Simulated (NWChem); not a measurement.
All runs are NWChem calculations. System: H6NSi2, charge 0, spin multiplicity 2, displaced from the optimised geometry. The structure started from a generated list of species. Its SCF solution wasn't tested for a lower state. Level: UBLYP/def2-SVP.

NWChem printed:

```
             Northwest Computational Chemistry Package (NWChem) 7.3.0
             --------------------------------------------------------

                                NWChem Input Module
                                -------------------

 Scaling coordinates for geometry "geometry" by  1.889725989
 (inverse scale =  0.529177249)

                             Geometry "geometry" -> ""
                             -------------------------

 Output coordinates in angstroms (scale by  1.889725989 to convert to a.u.)

  No.       Tag          Charge          X              Y              Z
 ---- ---------------- ---------- -------------- -------------- --------------
    1 Si                  14.0000     1.59295000    -0.24347900    -0.46615500
    2 N                    7.0000     0.17374300     0.51211300     0.30925600
    3 Si                  14.0000    -1.55048600     0.03804700     0.22910800
    4 H                    1.0000     1.22683600    -1.70468500    -0.73217700
    5 H                    1.0000     2.79733400    -0.16361900     0.47851600
    6 H                    1.0000     0.35367800     1.42096100     0.77882600
    7 H                    1.0000    -1.84133700    -1.20546300     1.05904700
    8 H                    1.0000    -1.97783000    -0.25496300    -1.20274500
    9 H                    1.0000    -2.36938200     1.19902900     0.77241100

 Effective nuclear repulsion energy (a.u.)     142.8206187797

            Nuclear Dipole moment (a.u.)
            ----------------------------
        X                 Y               Z
 ---------------- ---------------- ----------------
    -0.0000075589     0.0000056692     0.0000226767


 Summary of "ao basis" -> "" (spherical)
 ------------------------------------------------------------------------------
       Tag                 Description            Shells   Functions and Types
 ---------------- ------------------------------  ------  ---------------------
 *                          def2-svp                  on all atoms

                                 NWChem DFT Module
                                 -----------------

 Summary of "ao basis" -> "ao basis" (spherical)
 ------------------------------------------------------------------------------
       Tag                 Description            Shells   Functions and Types
 ---------------- ------------------------------  ------  ---------------------
 Si                         def2-svp                 8       18   4s3p1d
[...]
     1   0 0 1      0.204582      0.784310     -0.579751      0.000023

     2   2 0 0    -27.724703   -183.781688   -171.637641    327.694627
     2   1 1 0      0.288084     14.152386     13.977389    -27.841691
     2   1 0 1      0.240583     30.545446     25.684283    -55.989146
     2   0 2 0    -26.136848    -33.205851    -30.761790     37.830793
     2   0 1 1      1.144743     -8.237411     -8.659987     18.042140
     2   0 0 2    -27.665716    -32.581629    -27.162864     32.078777

            General Information
            -------------------
          SCF calculation type: DFT
          Wavefunction type:  spin polarized.
          No. of atoms     :     9
          No. of electrons :    41
           Alpha electrons :    21
            Beta electrons :    20
          Charge           :     0
          Spin multiplicity:     2
          Use of symmetry is: off; symmetry adaption is: off
          Maximum number of iterations: 100
          AO basis - number of functions:    80
                     number of shells:    40
          Convergence on energy requested:  1.00D-06
          Convergence on density requested:  1.00D-05
          Convergence on gradient requested:  5.00D-04

              XC Information
              --------------
                    Becke 1988 Exchange Functional  1.000
              Lee-Yang-Parr Correlation Functional  1.000

             Grid Information
             ----------------
          Grid used for XC integration:  medium
          Radial quadrature: Mura-Knowles
          Angular quadrature: Lebedev.
          Tag              B.-S. Rad. Rad. Pts. Rad. Cut. Ang. Pts.
          ---              ---------- --------- --------- ---------
          Si                  1.10       88          11.0       590
          N                   0.65       49           8.0       434
          H                   0.35       45          13.0       434
          Grid pruning is: on
          Number of quadrature shells:   495
          Spatial weights used:  Erf1

          Convergence Information
          -----------------------
          Convergence aids based upon iterative change in
          total energy or number of iterations.
          Levelshifting, if invoked, occurs when the
          HOMO/LUMO gap drops below (HL_TOL):  1.00D-02
          DIIS, if invoked, will attempt to extrapolate
          using up to (NFOCK): 10 stored Fock matrices.

                    Damping( 0%)  Levelshifting(0.5)       DIIS
                  --------------- ------------------- ---------------
          dE  on:    start            ASAP                start
          dE off:    2 iters        100 iters           100 iters

      Screening Tolerance Information
      -------------------------------
          Density screening/tol_rho:  1.00D-10
          AO Gaussian exp screening on grid/accAOfunc:  14
          CD Gaussian exp screening on grid/accCDfunc:  20
          XC Gaussian exp screening on grid/accXCfunc:  20
          Schwarz screening/accCoul:  1.00D-08

                            NWChem DFT Gradient Module
                            --------------------------

  charge          =   0.00
  wavefunction    = open shell

                         DFT ENERGY GRADIENTS

    atom               coordinates                        gradient
                 x          y          z           x          y          z
   1 Si      3.010239  -0.460109  -0.880905    0.003074   0.000365  -0.003541
   2 N       0.328327   0.967753   0.584409    0.000393  -0.000941  -0.001194
   3 Si     -2.929994   0.071898   0.432951   -0.001684  -0.001110   0.000024
   4 H       2.318384  -3.221388  -1.383614   -0.000966  -0.005518  -0.001993
   5 H       5.286195  -0.309195   0.904264    0.004939   0.000524   0.002564
   6 H       0.668355   2.685227   1.471768    0.001750   0.008369   0.004485
   7 H      -3.479622  -2.277995   2.001309   -0.001530  -0.005441   0.003573
   8 H      -3.737557  -0.481810  -2.272858   -0.002083  -0.001325  -0.006337
   9 H      -4.477483   2.265836   1.459645   -0.003892   0.005078   0.002418

                 ----------------------------------------
                 |  Time  |  1-e(secs)   |  2-e(secs)   |
                 ----------------------------------------
                 |  CPU   |       0.00   |       0.82   |
                 ----------------------------------------
                 |  WALL  |       0.00   |       0.82   |
                 ----------------------------------------

 Task  times  cpu:       14.9s     wall:       14.9s

 Total times  cpu:       14.9s     wall:       14.9s
```

Write an NWChem input that would produce this output.

This is not unique; one that fits is 
```
start mol
memory heap 200 mb stack 900 mb global 1100 mb
geometry units angstroms nocenter noautoz noautosym
  Si     1.592950    -0.243479    -0.466155
  N      0.173743     0.512113     0.309256
  Si    -1.550486     0.038047     0.229108
  H      1.226836    -1.704685    -0.732177
  H      2.797334    -0.163619     0.478516
  H      0.353678     1.420961     0.778826
  H     -1.841337    -1.205463     1.059047
  H     -1.977830    -0.254963    -1.202745
  H     -2.369382     1.199029     0.772411
end
basis spherical
  * library def2-svp
end
dft
  xc becke88 lyp
  odft
  mult 2
  semidirect memsize 60000000 filesize 0
  iterations 100
  vectors input hcore
end
task dft gradient
```
